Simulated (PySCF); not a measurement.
titanium tetrachloride (Cl₄Ti), SMILES [Cl][Ti]([Cl])([Cl])[Cl], multiplicity 1.

Geometry optimised at B3LYP-D3(BJ)/def2-SVP. The spin state was assumed, not searched.

All values below come from PySCF with B3LYP-D3(BJ)/def2-SVP.

Frequencies are harmonic and unscaled.

Modes within 1.5 cm⁻¹ of each other (mostly degenerate sets) share a row, with their intensities summed.

Task: Give all harmonic wavenumbers and intensities. (Estimate from the structure and the level; the computed values follow.)

Result: 
```json
[
 {"mode": "1–2", "ν (cm⁻¹)": "117", "IR (km/mol)": "0.0", "moving atoms (share of kinetic energy)": "Cl 100 %"},
 {"mode": "3–5", "ν (cm⁻¹)": "137", "IR (km/mol)": "1.9", "moving atoms (share of kinetic energy)": "Cl 80 %, Ti 20 %"},
 {"mode": "6", "ν (cm⁻¹)": "383", "IR (km/mol)": "0.0", "moving atoms (share of kinetic energy)": "Cl 100 %"},
 {"mode": "7–9", "ν (cm⁻¹)": "502", "IR (km/mol)": "371.1", "moving atoms (share of kinetic energy)": "Ti 55 %, Cl 45 %"}
]
```
